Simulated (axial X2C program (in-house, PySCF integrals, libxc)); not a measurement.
Spin–orbit effects down a group: molecules with Au (ions), HF

Computed with an in-house relativistic program for diatomic molecules, spin-free (one-electron X2C) or two-component (2c: spin–orbit coupling with atomic mean-field Coulomb and Gaunt terms, which also bring small scalar terms), in Dyall basis sets with cores contracted in-house; open shells are unrestricted.

Basis sets: Au dyall-acv3z, H dyall-av3z, Li dyall-av3z, Na dyall-av3z.

```
molecule   spin-free state  Re (Å)  ωe (cm⁻¹)  De (eV)  2c state  Re 2c (Å)  ωe 2c (cm⁻¹)  De 2c (eV)
    AuH⁻  M_S = 1/2, Λ = 0   1.659     1640.3     1.36   Ω = 1/2      1.652        1662.2        1.40
   LiAu⁻  M_S = 1/2, Λ = 0   2.551      288.1     1.06   Ω = 1/2      2.547         289.3        1.07
   NaAu⁻  M_S = 1/2, Λ = 0   2.901      142.1     0.82   Ω = 1/2      2.899         142.8        0.83
```

Task: Work out the shifts from the spin-free to the two-component result.

Result: 

```json
{"molecule": "AuH⁻", "2c state": "Ω = 1/2", "ΔRe (Å)": "-0.007", "Δωe (cm⁻¹)": "21.9", "ΔDe (eV)": "0.04"}
{"molecule": "LiAu⁻", "2c state": "Ω = 1/2", "ΔRe (Å)": "-0.004", "Δωe (cm⁻¹)": "1.2", "ΔDe (eV)": "0.01"}
{"molecule": "NaAu⁻", "2c state": "Ω = 1/2", "ΔRe (Å)": "-0.002", "Δωe (cm⁻¹)": "0.7", "ΔDe (eV)": "0.01"}
```

Shifts of one unit in the last digit are rounding.

Fragments in 2c: Au- + H, Au- + Li, Au- + Na. Each entry is the lowest single determinant of a limited PBE0 search at one distance. De goes to single-determinant-based atoms at the same level (for ions the charge split of lowest energy) and is withheld (n/a) where an atom does not fit its ground term or J level. Main or longest-lived isotopes.
